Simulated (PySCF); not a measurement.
# Si²⁺: ionisation energy

Si²⁺ [Ne] 3s2 (1S) → Si³⁺ [Ne] 3s1 (2S), as a difference of total energies. Calculation: PySCF 2.14, in x2c-QZVPPall with one added diffuse shell each of s, p, d, f type (10s7p5d3f1g, 86 functions); the spin-free X2C one-electron Hamiltonian (Gaussian nucleus). Correlated levels: valence: [Ne] frozen. The calculations carry no spin-orbit coupling.

Question: Order these methods by the ionisation energy they give, lowest first.
A. MP2 (valence)
B. CCSD (valence)
C. UHF
D. SCS-MP2 (valence)

Answer: C (32.019 eV), A (32.929 eV), D (33.111 eV), B (33.258 eV).

Errors of the correlated levels include the incompleteness of this basis and the frozen core.

With two correlated electrons CCSD is exact in that space.

For comparison: 33.493 eV (measured; NIST Atomic Spectra Database, ionization energies).
